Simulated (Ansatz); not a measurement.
Consider the formal exchange of groups at the Si–F bond: `C[SiH](F)Br` + `CC(F)CF` → `C[SiH2]Br` + `FCC(F)CF`.

Gas-phase electronic energies from Ansatz, PBE0-D4/def2-TZVP geometries. CCSD(T)/CBS adds triple-zeta CCSD(T) − MP2 to the extrapolated MP2 energy (def2 sets, frozen cores). DFT in def2-TZVPP. B3LYP here is the variant with VWN-RPA as its local correlation; programs differ in this. HSE06 is defined as in plane-wave codes. For Br outer-core shells are correlated without core-valence functions, which leaves a few kJ/mol of doubt a bond. Scalar relativity is left out up to krypton. Each species was taken in one conformer, which may not be the lowest.

```csv
level,ΔE (eV)
B3LYP-D4,2.39
r2SCANh-D4,2.44
HSE06-D4,2.35
ωB97X-V,2.35
revPBE,2.29
RPA@PBE/def2-TZVPP,2.31
MP2/def2-SVP,2.30
SCS-MP2/def2-TZVPP,2.47
```

Q: What does CCSD(T)/CBS give? (Estimate.)

A: Computed: +2.48 eV. The listed levels differ from it by -0.09, -0.04, -0.13, -0.13, -0.19, -0.17, -0.18, -0.01 eV.

Largest T1 diagnostic among the species: 0.011.

From PBE to PBE0 (25 % exact exchange), in def2-TZVPP and without D4, ΔE moves by +0.04 eV. At CCSD(T), def2-SVP lies −0.31 eV from the extrapolated value and def2-TZVPP −0.06 eV.
